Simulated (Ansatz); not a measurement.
A nudged elastic band was laid between two geometries of H2S + H4Sn (8 atoms, charge 0, multiplicity 1).

These are results of Ansatz, RHF/def2-TZVP, not measurements.

```yaml
movable_images: 7
climbing_image: yes
spring: 5.0 eV/Å²
optimiser: quadratic models (default)
start_path: through a guess of the saddle point
force_threshold: 0.05 eV/Å
iteration_limit: 60
end_points: relaxed
```

Image 0:

```xyz
8
Properties=species:S:1:pos:R:3
Sn -1.641 -1.012 -0.364
H -0.093 -1.297 0.296
H -1.888 -2.045 -1.698
H -2.828 -1.321 0.822
H -1.754 0.612 -0.868
H 2.945 0.692 0.585
S 3.082 1.952 0.186
H 2.177 2.420 1.040
```

Image 8:

```xyz
8
Properties=species:S:1:pos:R:3
Sn -1.100 0.327 -0.496
H 2.055 -2.666 1.040
H -0.752 -0.948 -1.565
H -1.451 -0.252 1.068
H -2.392 1.279 -1.068
H 2.273 -1.964 1.013
S 0.913 1.661 -0.427
H 0.454 2.563 0.435
```

Problem. Which bonds break or form, and what moves?

Solution. Bonds broken: Sn1–H2, H6–S7. Bonds formed: Sn1–S7, H2–H6. H2S + H4Sn becomes H2 + H4SSn.

Problem. Give the energies along the band, and the barrier.

Solution. It converged. The highest image is number 4 of 0 to 8, 58.5 kcal/mol above the first end and 64.3 kcal/mol above the last; the last end lies 5.7 kcal/mol below the first. A structure lower than the first end lies on the path between it and the top, so the climb from that side starts below the end, which may itself be a saddle point or a shallow side well. Neighbouring images differ by up to 2.4 eV, so the band resolves the path poorly. A vibrational analysis at the climbing image gives one clearly imaginary mode, 1551i cm⁻¹: a first-order saddle point. The orbitals stay closed-shell, which can raise the energy where a bond breaks towards radicals; this wasn't checked here.

```tsv
image	path coordinate (Å)	energy (kcal/mol)	Sn1–H2 (Å)	H6–S7 (Å)	Sn1–S7 (Å)
0	0.00	0.0	1.71	1.33	5.60
1	1.40	0.0	1.71	1.33	5.16
2	2.80	-0.3	1.71	1.33	4.41
3	4.20	2.4	1.71	1.33	3.79
4	5.61	58.5	1.98	1.79	2.91
5	7.04	5.6	2.91	2.52	2.45
6	8.49	-5.2	4.04	3.39	2.42
7	9.93	-5.3	4.42	3.56	2.42
8	11.37	-5.7	4.61	4.13	2.42
```

Problem. What is the geometry of the highest image?

Solution. 
```xyz
8
Properties=species:S:1:pos:R:3
Sn -0.856 -0.351 -0.317
H 1.011 -1.014 -0.373
H -1.259 -1.974 -0.722
H -1.485 -0.036 1.219
H -1.198 0.638 -1.640
H 1.275 -0.160 -0.133
S 1.242 1.567 0.328
H 1.271 1.331 1.637
```

The band took 53 iterations and about 19 core-minutes.

The run took 10 min on 2 threads of Arm Neoverse V1 (shared host), peak memory 0.24 GiB.
